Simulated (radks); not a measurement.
Coherent X-ray form factor from a spherical all-electron density. Calculated with a radial shooting solver on a logarithmic mesh with Libxc functionals: scalar-relativistic Kohn-Sham, SOGGA, spin-polarised, spherical densities, finite nucleus; Fermi nuclear charge, rms radius of each element as measured or else 0.836 A^(1/3) + 0.57 fm.

sin(theta)/lambda (1/angstrom),f0 (electrons)
0.05,19.484
0.1,18.219
0.15,16.692
0.2,15.177
0.25,13.747
0.3,12.428
0.4,10.233
0.5,8.693
0.6,7.682
0.8,6.448
1,5.486
1.25,4.335
1.5,3.346
2,2.091

The species is in the configuration that NIST lists as its ground one. Which atom or ion scatters so?

Answer. The scandium ion Sc+, [Ar] 3d1 4s1. Extrapolating in s^2 from the first two rows gives f0(0) = 19.9, near the electron count 20; among species with that count, the fall with angle is slower the higher Z, and the table is that of Z = 21; from so few rows the species is fixed only to a neighbour or two.
